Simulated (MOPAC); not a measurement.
Input for MOPAC: PM6 on GeH4N2 (a complex), monomers drawn apart or pushed together.

```
PM6 1SCF PRECISE CHARGE=0 THREADS=1
GeH4N2

N     -0.21362157 1    -0.07656925 1    -1.11253120 1
N     -0.50001753 1     0.37811009 1    -0.16328979 1
Ge     0.09707555 1    -0.04028475 1     2.99763296 1
H      0.47522281 1    -0.36170927 1     4.45191450 1
H     -0.58373588 1    -1.26347278 1     2.36625528 1
H      1.36702199 1     0.30245053 1     2.20510532 1
H     -0.86498483 1     1.15534860 1     2.96984812 1
```

Output:

```
*******************************************************************************
 **                                                                           **
 **                              MOPAC v23.2.5                                **
 **                                                                           **
 *******************************************************************************
 ** MOPAC's Digital Object Identifier: https://doi.org/10.5281/zenodo.6511958 **
 **                                                                           **
 ** Please cite the open-source release paper for use of this MOPAC version:  **
 ** J. E. Moussa and J. J. P. Stewart (2026)                                  **
 ** MOPAC: An open-source semiempirical molecular orbital program             **
 ** J. Open Source Softw., 11(119), 8025, https://doi.org/10.21105/joss.08025 **
 *******************************************************************************

                              PM6 CALCULATION RESULTS

 *******************************************************************************
 *  PM6        - The PM6 Hamiltonian to be used
 *
 *
 *
 *                 CHARGE ON SYSTEM = 0
 *
 *
 *
 *  PRECISE    - TIGHTER CRITERIA TO BE USED
 *  1SCF       - DO 1 SCF AND THEN STOP
 *  THREADS=1  - MULTI-THREADING NOT USED
 *  T=         - A TIME OF 172800.0 SECONDS REQUESTED
 *  DUMP=N     - RESTART FILE WRITTEN EVERY 7200.0 SECONDS REQUESTED
 *******************************************************************************
PM6 1SCF PRECISE CHARGE=0 THREADS=1
 GeH4N2

   ATOM   CHEMICAL          X               Y               Z
  NUMBER   SYMBOL      (ANGSTROMS)     (ANGSTROMS)     (ANGSTROMS)

     1       N         -0.21362157  *  -0.07656925  *  -1.11253120  *
     2       N         -0.50001753  *   0.37811009  *  -0.16328979  *
     3      Ge          0.09707555  *  -0.04028475  *   2.99763296  *
     4       H          0.47522281  *  -0.36170927  *   4.45191450  *
     5       H         -0.58373588  *  -1.26347278  *   2.36625528  *
     6       H          1.36702199  *   0.30245053  *   2.20510532  *
     7       H         -0.86498483  *   1.15534860  *   2.96984812  *



          CARTESIAN COORDINATES

    NO.       ATOM           X           Y           Z

     1         N         -0.2136     -0.0766     -1.1125
     2         N         -0.5000      0.3781     -0.1633
     3        Ge          0.0971     -0.0403      2.9976
     4         H          0.4752     -0.3617      4.4519
     5         H         -0.5837     -1.2635      2.3663
     6         H          1.3670      0.3025      2.2051
     7         H         -0.8650      1.1553      2.9698

 General Reference for PM6:
 "Optimization of Parameters for Semiempirical Methods V: Modification of NDDO Approximations
 and Application to 70 Elements", J. J. P. Stewart, J. Mol. Mod., 13, 1173-1213 (2007)
 URL: https://link.springer.com/article/10.1007/s00894-007-0233-4

           Empirical Formula: H4 N2 Ge  =     7 atoms



      MOLECULAR POINT GROUP   :   Cs


      RHF CALCULATION, NO. OF DOUBLY OCCUPIED LEVELS = 9


 -------------------------------------------------------------------------------
 PM6 1SCF PRECISE CHARGE=0 THREADS=1
 GeH4N2



     1SCF WAS SPECIFIED, SO BFGS WAS NOT USED
     SCF FIELD WAS ACHIEVED


                              PM6 CALCULATION
                                                       MOPAC v23.2.5 Linux




          FINAL HEAT OF FORMATION =         59.67584 KCAL/MOL =     249.68371 KJ/MOL


          COSMO AREA              =        117.96 SQUARE ANGSTROMS
          COSMO VOLUME            =        102.57 CUBIC ANGSTROMS

          IONIZATION POTENTIAL    =         11.917401 EV
          HOMO LUMO ENERGIES (EV) =        -11.917  0.161
          NO. OF FILLED LEVELS    =          9
          MOLECULAR WEIGHT        =        104.6350         POINT GROUP:  Cs

          MOLECULAR DIMENSIONS (Angstroms)

            Atom       Atom       Distance
            H     4    N     1     5.61417
            H     6    H     5     2.50670
            H     6    H     7     2.12812


          SCF CALCULATIONS        =          1





   ATOM   CHEMICAL          X               Y               Z
  NUMBER   SYMBOL      (ANGSTROMS)     (ANGSTROMS)     (ANGSTROMS)

     1       N         -0.21362157  *  -0.07656925  *  -1.11253120  *
     2       N         -0.50001753  *   0.37811009  *  -0.16328979  *
     3      Ge          0.09707555  *  -0.04028475  *   2.99763296  *
     4       H          0.47522281  *  -0.36170927  *   4.45191450  *
     5       H         -0.58373588  *  -1.26347278  *   2.36625528  *
     6       H          1.36702199  *   0.30245053  *   2.20510532  *
     7       H         -0.86498483  *   1.15534860  *   2.96984812  *

                             CARTESIAN COORDINATES

   1    N       -0.213621570    -0.076569250    -1.112531200
   2    N       -0.500017530     0.378110090    -0.163289790
   3   Ge        0.097075550    -0.040284750     2.997632960
   4    H        0.475222810    -0.361709270     4.451914500
   5    H       -0.583735880    -1.263472780     2.366255280
   6    H        1.367021990     0.302450530     2.205105320
   7    H       -0.864984830     1.155348600     2.969848120


           Empirical Formula: H4 N2 Ge  =     7 atoms



      MOLECULAR POINT GROUP   :   Cs


                  EIGENVALUES
 -38.28410 -19.38850 -18.80565 -16.98246 -16.97760 -12.87436 -12.12289 -12.09704
 -11.91740   0.16124   0.16179   2.34900   2.35770   2.41755   3.52540   3.64534


              NET ATOMIC CHARGES AND DIPOLE CONTRIBUTIONS

  ATOM NO.   TYPE          CHARGE      No. of ELECS.   s-Pop       p-Pop
    1          N           0.001263        4.9987     1.78961     3.20913
    2          N          -0.002121        5.0021     1.78988     3.21224
    3         Ge          -0.564998        4.5650     1.22145     3.34355
    4          H           0.137806        0.8622     0.86219
    5          H           0.139769        0.8602     0.86023
    6          H           0.139771        0.8602     0.86023
    7          H           0.148511        0.8515     0.85149
 DIPOLE           X         Y         Z       TOTAL
 POINT-CHG.    -0.036     0.045    -0.006     0.058
 HYBRID         0.011    -0.013     0.002     0.017
 SUM           -0.026     0.032    -0.003     0.041


          ATOMIC ORBITAL ELECTRON POPULATIONS

     Atom    s        px        py        pz
    1  N   1.78961   1.01439   1.03733   1.15740
    2  N   1.78988   1.01633   1.03857   1.15733
    3 Ge   1.22145   1.11511   1.11737   1.11106
    4  H   0.86219
    5  H   0.86023
    6  H   0.86023
    7  H   0.85149

 **********************
 *                    *
 * JOB ENDED NORMALLY *
 *                    *
 **********************




 == MOPAC DONE ==
```

The run finished.

Cost: about 0.03 core-seconds (a rough figure).
